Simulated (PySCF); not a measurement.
## How methods differ on the excitation energy of Hg²⁺

Hg²⁺ [Xe] 4f14 5d10 (1S) → Hg²⁺ [Xe] 4f14 5d9 6p1 (high-spin determinant), as a difference of total energies. Computed with PySCF 2.14 in aug-cc-pVTZ-PP with ECP60MDF, with scalar relativity through the core potential. Correlated levels: valence: 5s2 5p6 frozen. The calculations carry no spin-orbit coupling.

```json
{"method": "UHF", "excitation energy (cm⁻¹)": "113100"}
{"method": "LDA", "excitation energy (cm⁻¹)": "115440"}
{"method": "PBE", "excitation energy (cm⁻¹)": "114190"}
{"method": "PBE0", "excitation energy (cm⁻¹)": "115680"}
{"method": "r2SCAN", "excitation energy (cm⁻¹)": "114810"}
{"method": "r2SCANh", "excitation energy (cm⁻¹)": "115240"}
{"method": "wB97X", "excitation energy (cm⁻¹)": "119590"}
{"method": "wB97X-V", "excitation energy (cm⁻¹)": "117740"}
{"method": "M06-L", "excitation energy (cm⁻¹)": "120820"}
{"method": "MP2 (valence)", "excitation energy (cm⁻¹)": "120470"}
{"method": "SCS-MP2 (valence)", "excitation energy (cm⁻¹)": "120720"}
```

The determinant of the upper state mixes LS terms, which raises its energy above the lowest term, most at the Hartree-Fock and MP2 levels.
